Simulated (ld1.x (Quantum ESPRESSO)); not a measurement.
Which change was made? (In, TM)

```json
{
  "Element": "indium (In)",
  "Generator": "ld1.x (Quantum ESPRESSO) 7.5",
  "Type": "norm-conserving Troullier–Martins (Kleinman–Bylander form)",
  "Functional": "PW91",
  "Relativity": "fully relativistic",
  "Frozen core": "[Kr] 4d10",
  "Valence charge": "3",
  "Reference configuration": "5s1 5p0 (charge +2)",
  "Partial waves": "5p (bound, empty): rc 2.10 bohr; 5s (bound): rc 1.75 bohr",
  "Local potential": "the s channel",
  "Core correction": "a·sin(br)/r model core inside 1.60 bohr"
}
```

Open shells are filled in proportion to 2j + 1 (rel_dist='average').

Cutoffs, loose and tight: the cutoffs (Ry, on a coarse ladder) from which the occupation-weighted sum of valence levels, in a spherical-Bessel basis at the reference potential, stays within 10 and 1 mRy of its value at 400 Ry. They do not see the model core or the augmentation charge, which bear on the density cutoff. Test errors are all-electron minus pseudo excitation energies from the reference, over the configurations 5s2 5p1; 5s2 5p0; 5s2 5p0.5; 5s1 5p2; 5s2 5p1.3; 5s0 5p3; 5s1 5p1; variants that change the core or the reference have their own tests.

The base gives: outcome: generated; cutoff, loose: 21 Ry; cutoff, tight: 50 Ry; bound ghosts: none; largest test error (meV): -189.

After one change the result is: outcome: generated; cutoff, loose: 10 Ry; cutoff, tight: 25 Ry; bound ghosts: none; largest test error (meV): -191. Which change was it?
A. all radii but the core radius scaled by about 1.33 (s 2.32, p 2.80 bohr)
B. all radii but the core radius scaled by about 1.05 (s 1.84, p 2.20 bohr)
C. all radii but the core radius scaled by about 0.96 (s 1.68, p 2.02 bohr)

A. The others give: all radii but the core radius scaled by about 0.96 (s 1.68, p 2.02 bohr) → outcome: generated; cutoff, loose: 25 Ry; cutoff, tight: 55 Ry; bound ghosts: none; largest test error (meV): -187 | all radii but the core radius scaled by about 1.05 (s 1.84, p 2.20 bohr) → outcome: generated; cutoff, loose: 18 Ry; cutoff, tight: 40 Ry; bound ghosts: none; largest test error (meV): -190.
